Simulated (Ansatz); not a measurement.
Job for Ansatz (an electronic-structure program): U-PBE/cc-pVTZ on BrGeH (SMILES [GeH][Br]), a point of a bond scan (R = 3.687 Å).

Ansatz 0.2 input:
```yaml
crystal:
  periodic: [false, false, false]
  atoms:
    - {symbol: Ge, position_ang: [-0.68565162, -0.57867936, 0.82194038]}
    - {symbol: H, position_ang: [-3.07199638, -1.71615108, -1.74885711]}
    - {symbol: Br, position_ang: [0.67611556, 0.55974206, -0.74303699]}
basis:
  gaussian:
    orbitals: cc-pVTZ
hamiltonian:
  xc: {name: PBE}
magnetization: {spin_polarized: true, initial_magnetization: 0}
```

**Question.** Predict the final total energy.

**Answer.** -4651.0516 hartree. Its determinant has ⟨S²⟩ = 0.89, a mixture of spin states.

**Question.** How many basis functions does it have, and what does it roughly cost on one machine?

**Answer.** 100 functions; very roughly 22 core-seconds.
